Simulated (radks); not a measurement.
The mean radii <r> (bohr) of the occupied orbitals of an atom or ion are listed with their occupations. All-electron calculation, Dirac Kohn-Sham, PBEsol, spin-unpolarised, spherical densities, finite nucleus; Fermi nuclear charge, rms radius of each element as measured or else 0.836 A^(1/3) + 0.57 fm. Program: a radial shooting solver on a logarithmic mesh with Libxc functionals.

| orbital | occ. | <r> |
|---|---|---|
| 1s1/2 | 2 | 0.02410 |
| 2s1/2 | 2 | 0.1026 |
| 2p1/2 | 2 | 0.08607 |
| 2p3/2 | 4 | 0.09237 |
| 3s1/2 | 2 | 0.2721 |
| 3p1/2 | 2 | 0.2618 |
| 3p3/2 | 4 | 0.2741 |
| 3d3/2 | 4 | 0.2453 |
| 3d5/2 | 6 | 0.2491 |
| 4s1/2 | 2 | 0.6227 |
| 4p1/2 | 2 | 0.6405 |
| 4p3/2 | 4 | 0.6685 |
| 4d3/2 | 4 | 0.7221 |
| 4d5/2 | 6 | 0.7322 |
| 5s1/2 | 2 | 1.508 |
| 5p1/2 | 2 | 1.703 |
| 5p3/2 | 4 | 1.791 |
| 6s1/2 | 1 | 4.070 |
| 4f5/2 | 3 | 1.167 |

Name the element and its charge. Open shells, if any, fill j = l - 1/2 first.

Answer. Z = 59, praseodymium, charge +1: Pr+ in [Xe] 4f3 6s1. The 1s radius gives Z: for a bare nucleus <r> = (2 gamma + 1)/(2Z) with gamma = sqrt(1 - (Z/c)^2), 0.02377 bohr for Z = 59, and screening makes it slightly larger (0.02410 here). The occupations add up to 58, and the charge is Z minus that.
